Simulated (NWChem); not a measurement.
System: C$_{4}$H$_{4}$F$_{2}$; SMILES C=C(F)/C=C\F

Here is an NWChem input.

```
start job
memory heap 200 mb stack 900 mb global 1100 mb
geometry units angstroms
  C     -2.223433     0.388970     0.482397
  C     -0.967034     0.090299     0.167748
  F     -0.716022    -1.064752    -0.479488
  C      0.188387     0.914424     0.464634
  C      1.457797     0.649714     0.166502
  F      1.863757    -0.447818    -0.469478
  H     -3.029025    -0.275024     0.227830
  H     -2.462699     1.299078     0.997503
  H     -0.024753     1.835396     0.982180
  H      2.284943     1.301174     0.411459
end
basis spherical
  * library def2-svp
end
dft
  xc pbe0
  iterations 150
end
driver
  maxiter 120
end
task dft optimize
task dft freq
```

Output (shortened):

```
             Northwest Computational Chemistry Package (NWChem) 7.3.0
             --------------------------------------------------------

 CS  symmetry detected

                             Geometry "geometry" -> ""
                             -------------------------

 Output coordinates in angstroms (scale by  1.889725989 to convert to a.u.)

  No.       Tag          Charge          X              Y              Z
 ---- ---------------- ---------- -------------- -------------- --------------
    1 C                    6.0000     0.33298198     2.22038973     0.00000000
    2 C                    6.0000     0.01716130     0.92926460     0.00000000
    3 F                    9.0000    -1.28396093     0.57834408     0.00000000
    4 C                    6.0000     0.96862875    -0.16482437     0.00000000
    5 C                    6.0000     0.69142029    -1.46617416     0.00000000
    6 F                    9.0000    -0.54213832    -1.96835313     0.00000000
    7 H                    1.0000    -0.43138447     2.97564783     0.00000000
    8 H                    1.0000     1.35746532     2.53868652     0.00000000
    9 H                    1.0000     2.00578467     0.12805704     0.00000000
   10 H                    1.0000     1.44187389    -2.24424476     0.00000000

 Effective nuclear repulsion energy (a.u.)     222.6030468348

      Symmetry information
      --------------------

 Group name             Cs
 Group number              2
 Group order               2
 No. of unique centers    10

                                Z-matrix (autoz)
                                --------

 Units are Angstrom for bonds and degrees for angles

      Type          Name      I     J     K     L     M      Value
      ----------- --------  ----- ----- ----- ----- ----- ----------
    1 Stretch                  1     2                       1.32919
    2 Stretch                  1     7                       1.07456
    3 Stretch                  1     8                       1.07279
    4 Stretch                  2     3                       1.34761
    5 Stretch                  2     4                       1.44994
    6 Stretch                  4     5                       1.33055
    7 Stretch                  4     9                       1.07772
    8 Stretch                  5     6                       1.33186
    9 Stretch                  5    10                       1.08101
   10 Bend                     1     2     3               118.83903
   11 Bend                     1     2     4               125.24320
   12 Bend                     2     1     7               120.91143
   13 Bend                     2     1     8               121.00466
   14 Bend                     2     4     5               126.96317
   15 Bend                     2     4     9               115.24255
   16 Bend                     3     2     4               115.91777
   17 Bend                     4     5     6               124.17632
   18 Bend                     4     5    10               124.00990
   19 Bend                     5     4     9               117.79428
   20 Bend                     6     5    10               111.81378
   21 Bend                     7     1     8               118.08392
   22 Torsion                  1     2     4     5         180.00000
   23 Torsion                  1     2     4     9           0.00000
   24 Torsion                  2     4     5     6           0.00000
   25 Torsion                  2     4     5    10         180.00000
   26 Torsion                  3     2     1     7           0.00000
   27 Torsion                  3     2     1     8         180.00000
   28 Torsion                  3     2     4     5          -0.00000
   29 Torsion                  3     2     4     9         180.00000
   30 Torsion                  4     2     1     7         180.00000
   31 Torsion                  4     2     1     8           0.00000
   32 Torsion                  6     5     4     9         180.00000
   33 Torsion                  9     4     5    10           0.00000

                           NWChem Geometry Optimization
                           ----------------------------

 maximum gradient threshold         (gmax) =   0.000450
 rms gradient threshold             (grms) =   0.000300
 maximum cartesian step threshold   (xmax) =   0.001800
 rms cartesian step threshold       (xrms) =   0.001200
 fixed trust radius                (trust) =   0.300000
 source of zmatrix                         =   autoz

          -------------------
          Energy Minimization
          -------------------

 Using diagonal initial Hessian
 Scaling for Hessian diagonals: bonds = 1.00  angles = 0.25  torsions = 0.10

          --------
          Step   0

                                 NWChem DFT Module
                                 -----------------

 Summary of "ao basis" -> "ao basis" (spherical)
 ------------------------------------------------------------------------------
       Tag                 Description            Shells   Functions and Types
 ---------------- ------------------------------  ------  ---------------------
 C                          def2-svp                 6       14   3s2p1d
 F                          def2-svp                 6       14   3s2p1d
 H                          def2-svp                 3        5   2s1p

      Symmetry analysis of basis
      --------------------------

        a'         76
        a"         28

[...]

      ----------------------
      Optimization converged
      ----------------------

  Step       Energy      Delta E   Gmax     Grms     Xrms     Xmax
  ---- ---------------- -------- -------- -------- -------- --------
@    5    -353.81986815  1.3D-07  0.00005  0.00001  0.00016  0.00044
                                     ok       ok       ok       ok

                                Z-matrix (autoz)
                                --------

 Units are Angstrom for bonds and degrees for angles

[...]

 Rotational Constants
 --------------------
 A=   0.271057 cm-1  (  0.389982 K)
 B=   0.084853 cm-1  (  0.122082 K)
 C=   0.064623 cm-1  (  0.092976 K)

 Temperature                      =   298.15K
 frequency scaling parameter      =   1.0000

 Zero-Point correction to Energy  =   44.473 kcal/mol  (  0.070873 au)
 Thermal correction to Energy     =   48.132 kcal/mol  (  0.076702 au)
 Thermal correction to Enthalpy   =   48.724 kcal/mol  (  0.077646 au)

 Total Entropy                    =   76.941 cal/mol-K
   - Translational                =   39.387 cal/mol-K (mol. weight =  90.0281)
   - Rotational                   =   26.475 cal/mol-K (symmetry #  =        1)
   - Vibrational                  =   11.078 cal/mol-K

 Cv (constant volume heat capacity) =   19.992 cal/mol-K
   - Translational                  =    2.979 cal/mol-K
   - Rotational                     =    2.979 cal/mol-K
   - Vibrational                    =   14.033 cal/mol-K

[normal modes left out]

 ----------------------------------------------------------------------------
 Normal Eigenvalue ||           Projected Infra Red Intensities
  Mode   [cm**-1]  || [atomic units] [(debye/angs)**2] [(KM/mol)] [arbitrary]
 ------ ---------- || -------------- ----------------- ---------- -----------
    1       -0.000 ||    0.000017           0.000         0.017       0.008
    2       -0.000 ||    0.000402           0.009         0.392       0.183
    3        0.000 ||    0.000412           0.009         0.401       0.187
    4        0.000 ||    0.003224           0.074         3.143       1.464
    5        0.000 ||    0.000531           0.012         0.518       0.241
    6        0.000 ||    0.000416           0.010         0.406       0.189
    7       77.510 ||    0.000164           0.004         0.160       0.075
    8      181.103 ||    0.000573           0.013         0.559       0.260
    9      344.668 ||    0.008481           0.196         8.268       3.852
   10      356.760 ||    0.000546           0.013         0.532       0.248
   11      462.462 ||    0.010460           0.241        10.197       4.751
   12      665.647 ||    0.001958           0.045         1.908       0.889
   13      729.026 ||    0.000390           0.009         0.380       0.177
   14      787.486 ||    0.000948           0.022         0.924       0.431
   15      810.351 ||    0.014104           0.325        13.749       6.406
   16      862.114 ||    0.072400           1.670        70.580      32.882
   17      888.914 ||    0.016242           0.375        15.833       7.377
   18      953.252 ||    0.000115           0.003         0.112       0.052
   19      965.829 ||    0.024412           0.563        23.798      11.087
   20     1085.490 ||    0.046368           1.070        45.202      21.059
   21     1290.840 ||    0.083796           1.933        81.688      38.058
   22     1332.972 ||    0.037398           0.863        36.457      16.985
   23     1389.095 ||    0.019752           0.456        19.255       8.971
   24     1461.902 ||    0.118730           2.739       115.744      53.924
   25     1711.583 ||    0.002406           0.056         2.345       1.093
   26     1786.909 ||    0.186256           4.297       181.571      84.592
   27     3202.599 ||    0.003125           0.072         3.047       1.419
   28     3219.955 ||    0.004756           0.110         4.636       2.160
   29     3242.452 ||    0.001999           0.046         1.949       0.908
   30     3315.412 ||    0.000163           0.004         0.159       0.074
 ----------------------------------------------------------------------------
```

Level: PBE0/def2-SVP.
